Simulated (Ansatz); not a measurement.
System: sum formula SiOCl₃ (charge -1, singlet). It need not be the lowest isomer of its formula. Whether it binds its extra electron was not tested at this geometry. 
Geometry from a B3LYP-D3(BJ)/def2-TZVP (Ansatz, an electronic-structure program) optimisation:
```xyz
5

Si     0.4228    -0.0654     0.2414
Cl     0.3274     1.6078    -1.0575
Cl    -0.1848    -1.6413    -1.0405
Cl    -1.3093     0.2139     1.4320
O      1.7393    -0.2690     0.9929
```
Charge -1, spin multiplicity 1.

Basis-set convergence of Hartree-Fock and CCSD(T) correlation energies (hartree) with Ansatz. Correlated levels leave the core frozen unless marked. Spin-orbit coupling is left out. No relativistic terms.

| basis | functions | E(HF) | E(corr, CCSD(T)) | rough core time |
|---|---|---|---|---|
| aug-cc-pV(D+d)Z | 151 | -1742.59276 | -0.82021 | 30 s |
| aug-cc-pV(T+d)Z | 266 | (withheld) | (withheld) | 2.9 min |

**Question.** Some entries are withheld; supply them.

**Answer.** 
- aug-cc-pV(T+d)Z, E(HF): -1742.67086
- aug-cc-pV(T+d)Z, E(corr, CCSD(T)): -1.03841
